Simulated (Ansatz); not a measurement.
C2H4OSTe can be A, `O/C([TeH])=C\S`, or B, `O=C[Te]CS`.

Gas-phase electronic energies from Ansatz, PBE0-D4/def2-TZVP geometries. CCSD(T)/CBS is the MP2 limit (def2-TZVPP, def2-QZVPP) plus CCSD(T) − MP2 in def2-TZVPP, frozen cores. DFT in def2-TZVPP. Elements past krypton have def2 core potentials. For Te outer-core shells are correlated without core-valence functions, which leaves a few kJ/mol of doubt a bond. Each species was taken in one conformer, which may not be the lowest.

Task: Which isomer does CCSD(T)/CBS put lower? Give the gap. (Best estimate.)

Result: Computed: B, by 31.7 kJ/mol.

Task: Give E(B) − E(A) in kJ/mol with r2SCAN-D4, B2PLYP, CCSD(T)/def2-TZVPP, HF/def2-TZVPP, CCSD/def2-TZVPP, ωB97M-V, PBE0-D4. (Estimate.)

Result: Ansatz gave: r2SCAN-D4 -34.7, B2PLYP -37.1, CCSD(T)/def2-TZVPP -31.8, HF/def2-TZVPP -31.6, CCSD/def2-TZVPP -29.6, ωB97M-V -27.1, PBE0-D4 -28.2. None reverses the order clearly.

Largest T1 diagnostic: 0.016.

From PBE to PBE0 (25 % exact exchange), in def2-TZVPP and without D4, E(B) − E(A) moves by +8.9 kJ/mol.
